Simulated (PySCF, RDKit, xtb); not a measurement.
Torsional profile of SMILES CC(C)/C=C\[Si](Cl)(Cl)Cl (C5H9Cl3Si), singlet. Scanned: dihedral C1–C2–C4–C5; all other coordinates were relaxed at GFN2-xTB. Heavy atoms are numbered in the order of the SMILES CC(C)/C=C\[Si](Cl)(Cl)Cl, hydrogens after them in the order of the atoms that carry them; the mirror image has the same energies with the sign of each dihedral reversed.

Levels: UFF // GFN2-xTB (RDKit); RKS-B3LYP/6-31G* = restricted B3LYP/6-31G*, spherical d, density fitting // GFN2-xTB (PySCF); GFN1-xTB // GFN2-xTB (xtb).

Energies in kJ/mol, each method relative to its own lowest point.

```
φ / °   UFF  RKS-B3LYP/6-31G*  GFN1-xTB
-----  ----  ----------------  --------
-150    3.5               6.1       3.1
-120    0.0               0.0       0.0
-90     2.7               5.5       2.7
-60    18.5              14.9       8.3
-30    50.1              21.8      16.0
0      63.8              20.4      17.0
30     43.4              21.8      13.4
60     40.0              28.9      15.7
90     39.8              22.2      13.0
120    62.2              20.2      16.6
150    53.4              21.8      16.3
180    19.8              16.0       8.9
```
